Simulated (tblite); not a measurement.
Problem. Give a GFN2-xTB geometry of InChI=1S/C8H14N2/c1-8(2,3)7-9-5-6-10(7)4/h5-6H,1-4H3/p+1. (Charge +1.)

Solution. 
```
atom  x, y, z in Å
C1     1.9473   -1.3805   -0.0285
N2     1.5450    0.0009   -0.1081
C3     2.4497    1.0143   -0.2721
C4     1.7585    2.1791   -0.3375
N5     0.4431    1.8481   -0.2142
C6     0.3119    0.5221   -0.0767
C7    -1.0137   -0.1717    0.0919
C8    -1.1509   -0.6585    1.5441
C9    -2.1463    0.8235   -0.1978
C10   -1.1338   -1.3519   -0.8841
H11    3.0026   -1.4233    0.2337
H12    1.8081   -1.8750   -0.9911
H13    1.3792   -1.9116    0.7316
H14    3.5033    0.8326   -0.3305
H15    2.0965    3.1869   -0.4614
H16   -0.3271    2.5016   -0.2258
H17   -0.3753   -1.3669    1.8191
H18   -1.1133    0.1775    2.2381
H19   -2.1104   -1.1542    1.6600
H20   -3.0988    0.3101   -0.1054
H21   -2.0810    1.2151   -1.2104
H22   -2.1558    1.6433    0.5172
H23   -0.8489   -1.0560   -1.8909
H24   -0.5323   -2.2007   -0.5782
H25   -2.1685   -1.6808   -0.9134
```

Orientation and origin are arbitrary. Atoms count from 1 in this order. C4 (aromatic CH next to a ring nitrogen) is planar (angles 130.8°, 123.0° and 106.2°, sum 360.0°, 0.00 Å off the plane of its three neighbours). The C–N distances run from 1.339 Å (N2–C6, aromatic) to 1.441 Å (C1–N2, drawn single), a spread of 0.102 Å. C3 (aromatic CH next to a ring nitrogen) is planar (angles 130.1°, 122.1° and 107.8°, sum 360.0°, 0.00 Å off the plane of its three neighbours). N5 (ring nitrogen) is planar (angles 125.3°, 124.5° and 110.1°, sum 360.0°, 0.00 Å off the plane of its three neighbours).

Bonds between heavy atoms (Å): C1–N2 1.441, N2–C3 1.368, C3–C4 1.356, C4–N5 1.362, N5–C6 1.340, C6–C7 1.506, C7–C8 1.538, C7–C9 1.535, C7–C10 1.536, N2–C6 1.339.

Structure optimised with GFN2-xTB, isolated species.

Point group: C1 (no symmetry element, even within 0.4 Å). Its GFN2-xTB frequencies are all real (lowest 56 cm⁻¹).

The numbers are calculated, not measured.
